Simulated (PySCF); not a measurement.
Molfile (atoms numbered from 1):
```
C6H11BO2
     RDKit          3D

 20 20  0  0  0  0  0  0  0  0999 V2000
   -3.6152    0.1756    0.2773 C   0  0  0  0  0  0  0  0  0  0  0  0
   -2.5661   -0.4790   -0.2215 C   0  0  0  0  0  0  0  0  0  0  0  0
   -1.3975    0.1682   -0.8980 C   0  0  0  0  0  0  0  0  0  0  0  0
   -0.0770    0.0365   -0.1351 C   0  0  0  0  0  0  0  0  0  0  0  0
    1.0360    0.7983   -0.8397 C   0  0  0  0  0  0  0  0  0  0  0  0
    2.2871    0.6226   -0.2145 O   0  0  0  0  0  0  0  0  0  0  0  0
    2.5443   -0.5100    0.4891 B   0  0  0  0  0  0  0  0  0  0  0  0
    1.6416   -1.5149    0.6219 O   0  0  0  0  0  0  0  0  0  0  0  0
    0.3580   -1.4103    0.0472 C   0  0  0  0  0  0  0  0  0  0  0  0
   -3.6923    1.2661    0.2117 H   0  0  0  0  0  0  0  0  0  0  0  0
   -4.4385   -0.3511    0.7662 H   0  0  0  0  0  0  0  0  0  0  0  0
   -2.5411   -1.5724   -0.1338 H   0  0  0  0  0  0  0  0  0  0  0  0
   -1.2667   -0.2721   -1.9043 H   0  0  0  0  0  0  0  0  0  0  0  0
   -1.6132    1.2386   -1.0516 H   0  0  0  0  0  0  0  0  0  0  0  0
   -0.2094    0.4800    0.8687 H   0  0  0  0  0  0  0  0  0  0  0  0
    0.8141    1.8776   -0.8529 H   0  0  0  0  0  0  0  0  0  0  0  0
    1.1067    0.4696   -1.8935 H   0  0  0  0  0  0  0  0  0  0  0  0
    3.6199   -0.6286    1.0188 H   0  0  0  0  0  0  0  0  0  0  0  0
   -0.3417   -1.9510    0.7027 H   0  0  0  0  0  0  0  0  0  0  0  0
    0.3554   -1.9280   -0.9309 H   0  0  0  0  0  0  0  0  0  0  0  0
  1  2  2  0
  2  3  1  0
  3  4  1  0
  4  5  1  0
  5  6  1  0
  6  7  1  0
  7  8  1  0
  8  9  1  0
  9  4  1  0
  1 10  1  0
  1 11  1  0
  2 12  1  0
  3 13  1  0
  3 14  1  0
  4 15  1  0
  5 16  1  0
  5 17  1  0
  7 18  1  0
  9 19  1  0
  9 20  1  0
M  END
```

Theoretical values (PySCF 2.14): GIAO PBE0/pcSseg-1 shieldings, PBE0-D3(BJ)/def2-SVP structure. One computed conformer, rapidly exchanging positions averaged, no relativistic terms, in vacuum.

Chemical shifts δ = σref − σ; ¹³C, ¹H against TMS; ¹⁷O against H2O; ¹¹B against BF3·OEt2, all at this level.

```tsv
atoms	nucleus	count	δ (ppm)
H10	¹H	1	5.47
H11	¹H	1	5.41
H17/H20	¹H	2	3.50
H12	¹H	1	6.01
H15	¹H	1	?
H18	¹H	1	4.10
C2	¹³C	1	?
C1	¹³C	1	?
H13/H14	¹H	2	?
C5/C9	¹³C	2	67.4
B7	¹¹B	1	23.6
O6/O8	¹⁷O	2	128.2
C4	¹³C	1	39.7
H16/H19	¹H	2	3.96
C3	¹³C	1	?
```

Task: Fill in the missing shifts.

Result: 
- C2: 143.6 ppm, alkene CH; as expected for a trigonal carbon in a double bond
- C1: 125.7 ppm, terminal =CH2 carbon; the olefinic region
- C3: 37.2 ppm, allylic sp3 CH2; a saturated carbon with 2 carbon neighbours and no heteroatom attached
- H13/H14: 1.71 ppm, hydrogen on an allylic sp3 CH2; allylic position
- H15: 1.61 ppm, hydrogen on an sp3 CH in a ring

Hydrogens on boron are broadened and split by ¹¹B (spin 3/2, 80 %) and 10B (spin 3). Shifts are as computed. Against solution values, carbons near 30 ppm lie about +2 ppm off and those near 130 ppm about +5 ppm. Of 1309 compounds with measured shifts, 239 miss one by over three times the rms of a fit or turn the order of signals round; such compounds aren't used in these exercises. Experimental scales use liquid or dissolved standards, which lie at an offset from isolated H2O (liquid H2O: subtract about 36 ppm).
